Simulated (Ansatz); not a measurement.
Consider the formal exchange of groups at the Si–C bond: `C/C=C(\O)[SiH3]` + `N[Si](O)(F)F` → `O[Si](F)(F)[SiH3]` + `C/C=C(\N)O`.

Calculated with Ansatz (gas phase, PBE0-D4/def2-TZVP geometries, no zero-point term in ΔE). CBS: MP2 limit from def2 TZ/QZ plus the TZ coupled-cluster correction, frozen cores. This one scheme is used for every species. Double bonds are as drawn, so ΔE can hold a change between cis and trans. DFT in def2-TZVPP. B3LYP here is the variant with VWN-RPA as its local correlation; programs differ in this. Each species was taken in one conformer, which may not be the lowest.

```csv
level,ΔE (kJ/mol),difference from CCSD(T)/CBS
PBE-D4,85.6,-29.7
r2SCAN-D4,105.2,-10.1
B3LYP-D4,103.9,-11.4
ωB97X-V,101.7,-13.6
B2PLYP,110.2,-5.1
PBE,84.4,-30.9
r2SCAN,104.9,-10.4
PBE0,93.0,-22.3
B3LYP,102.0,-13.3
HF/def2-TZVPP,119.3,4.0
MP2/def2-TZVPP,120.1,4.8
CCSD(T)/def2-TZVPP,112.8,-2.5
HF/def2-QZVPP,121.0,5.7
MP2/def2-QZVPP,122.1,6.8
HF/CBS(def2),121.2,5.9
MP2/CBS(def2),122.6,7.3
CCSD(T)/CBS,115.3,0
```

Largest T1 diagnostic among the species: 0.013.

From PBE to PBE0 (25 % exact exchange), in def2-TZVPP and without D4, ΔE moves by +8.6 kJ/mol.
